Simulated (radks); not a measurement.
Task: Successive ionisation energies (eV) of one element, from differences of total energies of ions in their ground configurations, starting at charge 0: 5.169, 10.168, 36.054, 47.119, 58.619, 73.598, 86.381, 99.375, 131.91, 148.24, 242.66, 269.85, 297.68, 326.12, 355.11, 392.83, 423.83, 455.39, 487.44, 519.93, 652.83, 686.66. Calculated with a radial shooting solver on a logarithmic mesh with Libxc functionals: scalar-relativistic Kohn-Sham, BLYP, spin-polarised, spherical densities, finite nucleus; open shells are filled with parallel spins first (spin-orbit coupling, left out, can overturn this in heavy ions); Fermi nuclear charge, rms radius 4.8378 fm. Which element is it?

Result: Barium (Z = 56). The first species listed is Ba in [Xe] 6s2, the last Ba21+ in [Ar] 3d10 4s2 4p5.
